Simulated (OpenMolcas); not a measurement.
## Ag3+: moving or changing the point charges

Ag3+ among 4 point charges of -1.5 e arranged as a tetrahedron (Td), 2 Å from the ion.

- Program: OpenMolcas 26.06
- Method: SS-CASPT2, IPEA 0.25 Eh, imaginary shift 0.1 Eh (closed shells correlated: 4s 4p)
- Basis: ANO-RCC-VTZP [7s6p4d2f1g]
- Scalar Hamiltonian: DKH2, point nucleus
- Active space: 8 electrons in 5 orbitals (4d)
- State averaging: 2S+1 = 3 even, 10 roots; 2S+1 = 1 even, 15 roots
- Spin-orbit coupling: RASSI with atomic mean-field integrals over the reference wave functions

Runs around this geometry, states (labels of Td). Energies in cm-1 above the lowest state or level, χT in cm3 K/mol; under a threefold ground state the first gap can be a small split of the lowest multiplet, not the spin-orbit step.

```
R (Å)  q (e)  Ground state  First state of that spin  First gap with spin-orbit (degeneracies)  χT at 300 K  First state of another spin
    2   -1.2           3T1                   3T2 950                                310 (1, 3)        3.241                    1T2 10910
 1.82   -1.5           3T1                  3T2 1680                                480 (1, 3)        2.736                    1T2 11130
    2   -1.5           3T1                  3T2 1400                                420 (1, 3)        2.925                    1T2 10990
  2.1   -1.5           3T1                   3T2 710                                240 (1, 3)        3.393                    1T2 10840
```

Scaling the charges by -1.2 / -1.5 = 0.80 scales the first state of the same spin by 950 / 1400 = 0.68; with fixed orbitals a first-order splitting would follow the charge.

Roots that are degenerate in the reference are averaged as groups; the widest CASPT2 spread within a group is 400 cm-1 (the 3-fold group of multiplicity 1 near 19000 cm-1 above the lowest state of its run, R = 2, q = -1.2). Shifts and gaps below about the spread of the groups concerned are not significant. An orbital triplet at a regular site is open to Jahn-Teller coupling, which can distort the site and quench the lowest spin-orbit gaps and is left out. Real 4d8 and 5d8 ions are as a rule square planar and diamagnetic. The ground term spreads over less than 5000 cm-1, several times less than with real ligands, so orbital moments are less quenched and χT lies further from the spin-only value than at real sites. Free-ion shares, where given, are those of the reference states; single-state CASPT2 does not remix them. This is an electrostatic model: the charges have no orbitals. No measured value stands beside these numbers.
